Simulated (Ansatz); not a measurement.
Which is lower?

Two relaxed structures of CH$_{4}$GeN (charge +1), closed shell (PBE0-D4/def2-TZVP; forces vanish, vibrations not checked).

A:

```xyz
7
angstrom
C -1.3915 -0.7265 -0.1907
N -0.4032 -0.1334 0.2824
Ge 0.9513 0.6801 0.9305
H -1.4731 -0.9143 -1.2653
H -2.2016 -1.0741 0.4569
H 0.8186 2.1850 1.0137
H 2.1045 -0.2117 1.3358
```

B:

C1  (0.456, 0.317, 0.564)
N2  (0.141, 0.038, -0.854)
Ge3  (-1.126, -0.697, 0.058)
H4  (-2.345, -1.483, -0.384)
H5  (0.668, 0.317, -1.671)
H6  (0.308, 1.332, 0.927)
H7  (1.280, -0.229, 1.019)
(Å)

Program: Ansatz 0.2.0. Basis: def2-TZVPP. Cores are frozen in the correlated methods. Filled d shells of the heavier atoms are correlated. The def2 sets are not built for correlating such inner shells, so the correlated values are less sure here. B3LYP uses VWN-RPA correlation.

(1) Which structure is lower at CCSD(T), and by how much? (Judge from chemistry; the value comes from the calculation.)

The T1 diagnostic stays at or below 0.021.

## Answers

(1) The calculation gives: A, by 25.86 kcal/mol (electronic energy, against the other). By their contacts, A is CH₄GeN ([CH2][N][GeH2]), total charge +1 and B is CH₄GeN ([CH2]1[NH][GeH]1), total charge +1.

All methods give the same order:

```
   method  E(B) − E(A) (kcal/mol)
   PBE-D4                   23.25
r2SCAN-D4                   25.54
  PBE0-D4                   23.94
 B3LYP-D4                   28.63
  wB97M-V                   25.89
       HF                   36.93
      MP2                   24.34
     CCSD                   27.16
  CCSD(T)                   25.86
```

Labels in which every atom is bracketed show which atoms are joined, not bond orders.

For scale, one of the runs: CCSD(T)/def2-TZVPP, 166 basis functions, launched by `ansatz run in.yaml --threads 2 --pin off --events-out ev --progress --plain --max-ram 4352MiB`. Hardware: 2 CPU threads of an Arm Neoverse V2, shared host. Wall time 30 s; peak host memory 1.3 GiB.
